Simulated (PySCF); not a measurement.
Two species compared at the same levels of theory.

First species: C4H11PSSi2.
SMILES: `C=CC(=C)[Si@@H](P)S[SiH3]`

Second species: C₅H₈O₄Si.
Geometry (GFN2-xTB, Å), atoms numbered from 1 in this order:
```
atom  x, y, z in Å
C1    -2.976   -0.092    0.754
C2    -2.015    0.753    0.432
C3    -0.738    0.362   -0.254
O4    -0.729   -0.995   -0.656
C5     0.116   -1.705    0.097
O6     0.265   -2.877    0.028
O7     0.780   -0.902    0.962
C8     0.496    0.449    0.691
O9     1.545    1.089    0.104
Si10   2.857    0.372   -0.585
H11   -3.869    0.236    1.255
H12   -2.909   -1.140    0.514
H13   -2.076    1.807    0.661
H14   -0.561    0.989   -1.135
H15    0.261    0.948    1.642
H16    2.447   -0.545   -1.652
H17    3.458    1.598   -1.082
H18    3.639   -0.339    0.420
```

Levels: PBE0/pcSseg-1 for dipole moment, HOMO energy, LUMO energy and HOMO–LUMO gap; GFN2-xTB for rotational constant A and rotational constant C. Geometries: GFN2-xTB. All species are isolated and taken at one optimised geometry, non-relativistic unless stated. Electronic properties by PySCF.

The conformers computed, where there is a choice (atom-mapped SMILES and torsion angles):
- `[CH2:1]=[CH:2][C:3](=[CH2:4])[Si@@H:5]([PH2:6])[S:7][SiH3:8]`: C1–C2–C3–C4 172°, C2–C3–Si5–P6 62°, C3–Si5–S7–Si8 74°, H–P6–Si5–C3 106°, H–P6–Si5–C3 13°
- `[CH2:1]=[CH:2][C@@H:3]1[O:4][C:5](=[O:6])[O:7][C@H:8]1[O:9][SiH3:10]`: C1–C2–C3–O4 6°, O7–C8–O9–Si10 15°

Q: Which of the two has the higher LUMO energy, and by how much?

A: The second: -0.34 eV against -1.26 eV, a difference of 0.92 eV.

Q: Which of the two has the higher HOMO–LUMO gap, and by how much?

A: The second: 7.91 eV against 5.87 eV, a difference of 2.04 eV.

Q: Which of the two has the higher dipole moment, and by how much?

A: The second: 3.90 D against 2.13 D, a difference of 1.77 D.

Q: Which of the two has the higher rotational constant C, and by how much?

A: The second: 0.690 GHz against 0.509 GHz, a difference of 0.181 GHz.

Q: Which of the two has the higher rotational constant A, and by how much?

A: The second: 1.914 GHz against 1.283 GHz, a difference of 0.631 GHz.

Q: Which of the two has the higher HOMO energy, and by how much?

A: The first: -7.13 eV against -8.25 eV, a difference of 1.12 eV.

On the first: The dipole matches unit charges of opposite sign 0.44 Å apart (1 e·Å = 4.8032 D). A dipole of 2.13 D is allowed in C1, and pure rotational transitions are dipole-allowed.

On the second: The dipole matches unit charges of opposite sign 0.81 Å apart (1 e·Å = 4.8032 D).
